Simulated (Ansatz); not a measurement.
A run on C2H10AlNSi (`CC[N]([AlH2])[SiH3]`) with other settings.

```yaml
crystal:
  periodic: [false, false, false]
  atoms:
    - {symbol: C, position_ang: [-0.928819, 1.044729, 1.316576]}
    - {symbol: C, position_ang: [-0.897378, 0.611277, -0.138189]}
    - {symbol: N, position_ang: [0.135694, -0.391913, -0.423640]}
    - {symbol: Al, position_ang: [-0.324054, -2.104246, -0.634503]}
    - {symbol: Si, position_ang: [1.758608, 0.182772, -0.588064]}
    - {symbol: H, position_ang: [-1.705226, 1.797043, 1.477912]}
    - {symbol: H, position_ang: [0.026907, 1.474149, 1.625793]}
    - {symbol: H, position_ang: [-1.138561, 0.192003, 1.967263]}
    - {symbol: H, position_ang: [-1.877792, 0.204929, -0.410353]}
    - {symbol: H, position_ang: [-0.746071, 1.490293, -0.778927]}
    - {symbol: H, position_ang: [0.802274, -3.177379, -0.912837]}
    - {symbol: H, position_ang: [-1.870996, -2.431160, -0.526635]}
    - {symbol: H, position_ang: [2.315839, 0.746439, 0.674895]}
    - {symbol: H, position_ang: [2.608383, -0.958920, -1.011530]}
    - {symbol: H, position_ang: [1.819391, 1.269287, -1.608264]}
basis:
  gaussian: {orbitals: cc-pVDZ}
magnetization: {spin_polarized: true, initial_magnetization: 0}
hamiltonian: {xc: {name: revPBE}, dispersion: d3bjatm}
output: {forces: true}
```

```sh
$ ansatz run in.yaml --threads 4 --pin off --events-out ev --progress --plain --max-ram 10444MiB
```

Output, abridged:

```
Functional definition: revPBE
1629 factors; their error is unknown
mean field evaluation 1: about -18185.2800 eV, gradient 5.1e1 eV
mean field evaluation 2: about -18126.0227 eV, gradient 1.1e2 eV
mean field evaluation 4: about -18197.3175 eV, gradient 9.4e0 eV
mean field evaluation 8: about -18197.7267 eV, gradient 2.0e-1 eV
mean field evaluation 16: about -18197.6729 eV, gradient 1.3e-4 eV
mean field -18197.67292240 eV, -668.7521450726 hartree, gradient 3.5e-5 eV, S^2 0.000000; 0 other end points of the search recorded, 0 dependent functions left out
reference -18197.67298301 eV, -668.7521472999 hartree; 28, 28 occupied and 100, 100 virtual orbitals, 1629 factors
Total energy: -18198.53380868 eV, -668.7837820598 hartree
Atom 0 at    -0.928819     1.044729     1.316576 Å, force    -0.005060    -0.007767    -0.074057 eV/Å
Atom 1 at    -0.897378     0.611277    -0.138189 Å, force    -0.087447     0.100704     0.116117 eV/Å
Atom 2 at     0.135694    -0.391913    -0.423640 Å, force    -0.569211     0.122606     0.087221 eV/Å
Atom 3 at    -0.324054    -2.104246    -0.634503 Å, force    -0.218134    -0.859466    -0.096440 eV/Å
Atom 4 at     1.758608     0.182772    -0.588064 Å, force     0.955231     0.300402    -0.089646 eV/Å
Atom 5 at    -1.705226     1.797043     1.477912 Å, force    -0.389443     0.386413     0.090377 eV/Å
Atom 6 at     0.026907     1.474149     1.625793 Å, force     0.469822     0.221464     0.171928 eV/Å
Atom 7 at    -1.138561     0.192003     1.967263 Å, force    -0.098935    -0.432076     0.336470 eV/Å
Atom 8 at    -1.877792     0.204929    -0.410353 Å, force    -0.469485    -0.197796    -0.146118 eV/Å
Atom 9 at    -0.746071     1.490293    -0.778927 Å, force     0.074555     0.427516    -0.322321 eV/Å
Atom 10 at     0.802274    -3.177379    -0.912837 Å, force     0.205118    -0.175489    -0.048718 eV/Å
Atom 11 at    -1.870996    -2.431160    -0.526635 Å, force    -0.266242    -0.042714     0.020347 eV/Å
Atom 12 at     2.315839     0.746439     0.674895 Å, force     0.157940     0.157479     0.357161 eV/Å
Atom 13 at     2.608383    -0.958920    -1.011530 Å, force     0.231233    -0.306956    -0.113243 eV/Å
Atom 14 at     1.819391     1.269287    -1.608264 Å, force     0.010059     0.305681    -0.289077 eV/Å
Dipole moment:    -0.143587     0.155418     0.058401 e Å
```

Hardware: 4 threads of an Arm Neoverse V1 on a shared host. Wall time 2.9 s, peak host memory 0.67 GiB.
